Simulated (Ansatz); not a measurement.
Start from `[OH][Hf]([OH])([OH])[SeH]` and change one element to get `[OH][Ti]([OH])([OH])[SeH]`.

Ansatz, PBE0-D4/def2-TZVP geometries, multiplicity 1. Each molecule was computed in one conformer, which needn't be the lowest.

Elements past krypton have def2 core potentials. Scalar relativity is left out up to krypton. Spin–orbit coupling is left out; it splits and shifts lone-pair levels of the heavy atoms by tenths of an eV.

```csv
property,`[OH][Hf]([OH])([OH])[SeH]`
HOMO energy (PBE0/def2-TZVPP) / eV,-6.58
size of the dipole moment (PBE/def2-TZVPP) / D,3.48
LUMO energy (ωB97M-V/def2-TZVPP) / eV,0.97
HOMO energy (B3LYP/def2-TZVPP) / eV,-6.33
LUMO energy (B3LYP/def2-TZVPP) / eV,-0.52
zero-point energy (PBE0-D4/def2-TZVP) / kJ/mol,116.4
```

(1) What does the change do to each property? (Estimate.)

Answers

(1) Ansatz gave: 
```csv
property,`[OH][Ti]([OH])([OH])[SeH]`,shift
HOMO energy (PBE0/def2-TZVPP) / eV,-6.86,-0.28
size of the dipole moment (PBE/def2-TZVPP) / D,2.89,-0.59
LUMO energy (ωB97M-V/def2-TZVPP) / eV,0.30,-0.67
HOMO energy (B3LYP/def2-TZVPP) / eV,-6.63,-0.30
LUMO energy (B3LYP/def2-TZVPP) / eV,-2.15,-1.63
zero-point energy (PBE0-D4/def2-TZVP) / kJ/mol,121.7,5.3
```

With PBE0 the HOMO falls by 0.28 eV and the LUMO falls by 1.67 eV, so the gap narrows by about 1.39 eV. PBE moves the HOMO by -0.31 eV and ωB97M-V by -0.27 eV. Dipoles are sizes alone; their direction can turn.

Positive LUMOs are unbound, so they and the gaps depend on the basis.

B3LYP here is the variant with VWN-RPA as its local correlation; programs differ in this.
